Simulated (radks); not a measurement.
Fractional charge and spin in the 5d shell of platinum: the spin-up occupation runs from 4 to 5 and the spin-down occupation from 3 to 4; the fullest corner is Pt, [Xe] 4f14 6s(up 0.5, down 0.5) 5d(up 5, down 4). Method: scalar-relativistic Kohn-Sham, r2SCAN, spin-polarised, spherical densities, finite nucleus; meta-GGA in the generalised Kohn-Sham scheme; Fermi nuclear charge, rms radius of each element as measured or else 0.836 A^(1/3) + 0.57 fm; computed with a radial shooting solver on a logarithmic mesh with Libxc functionals. Energy (eV) above the fullest corner. The planes named below are the two flat planes that join the four corners, with an edge along up + down = one added electron.

| down \ up | 4 | 4.25 | 4.5 | 4.75 | 5 |
|---|---|---|---|---|---|
| 3 | 33.935 | 27.031 | 20.874 | 15.446 | 10.725 |
| 3.25 | 27.250 | 21.143 | 15.762 | 11.087 | 7.098 |
| 3.5 | 21.304 | 15.972 | 11.346 | 7.402 | 4.118 |
| 3.75 | 16.078 | 11.500 | 7.604 | 4.366 | 1.761 |
| 4 | 11.552 | 7.705 | 4.515 | 1.956 | 0.000 |

Corners above the fullest one (they belong to Pt+ and the next ion): (up 5, down 3) 10.725 eV, (up 4, down 4) 11.552 eV, (up 4, down 3) 33.935 eV. With half an added electron in each spin the energy lies 0.207 eV from the planes, and with half an added electron in spin up alone -1.456 eV. The planes are only a guide here: the flat-plane condition holds for ground states with one frontier orbital, while this shell lies below other occupied shells, so the corners above the fullest one are inner-hole states and not the ground states of those ions.
